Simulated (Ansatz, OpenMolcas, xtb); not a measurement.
## GeNH4Cl (SMILES [NH2][GeH2][Cl]): methods side by side

GeNH4Cl: 7 atoms, total charge 0, spin state singlet. SMILES: `[NH2][GeH2][Cl]`. The shape is that of a PBE0-D4/def2-TZVP optimisation. This is one conformer, not always the lowest.

Quantity: the HOMO–LUMO gap, in eV. The values are calculated.

```tsv
level	kind	program	value (eV)	CPU time
GFN1-xTB	semi-empirical	xtb	5.88	under 2 s
HF/cc-pVDZ	Hartree–Fock	OpenMolcas	15.41	5.5 s
SVWN5/cc-pVDZ	LDA	Ansatz	5.72	4.6 s
PBE/cc-pVDZ	GGA	Ansatz	5.83	6.8 s
r2SCAN/cc-pVDZ	meta-GGA	Ansatz	6.48	14 s
B3LYP/cc-pVDZ	global hybrid	Ansatz	7.68	8.2 s
CAM-B3LYP/cc-pVDZ	range-separated hybrid	Ansatz	10.70	8.7 s
PBE-QIDH/cc-pVDZ	double hybrid	Ansatz	12.58	11 s
```

All-electron rows without a relativistic Hamiltonian named are non-relativistic. The values span 5.72 to 15.41 eV. Orbital gaps aren't excitation energies, and those of double hybrids come from the SCF part alone; they tend to grow with the share of exact exchange. Times are those of the runs behind each value, whatever else they computed, on shared processors of several kinds: orders of magnitude only.
